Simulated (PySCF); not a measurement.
H2O3Ti, SMILES [O]=[Ti]([OH])[OH], multiplicity 1. The structure is a stationary point at PBE-D3(BJ)/def2-SVP. The spin state was assumed, not searched. One conformer was computed; it need not be the lowest.

Computed equilibrium geometry at PBE-D3(BJ)/def2-SVP (PySCF confirms it by a frequency run) as a Z-matrix, and its point group (one conformer of several):
point group Cs.
```
Ti
O 1 1.6168
O 1 1.8295 2 115.71
H 3 0.9734 1 125.61 2 -1.97
O 1 1.8295 2 115.71 3 147.10
H 5 0.9734 1 125.61 2 1.97
```
Charge 0, spin multiplicity 1.
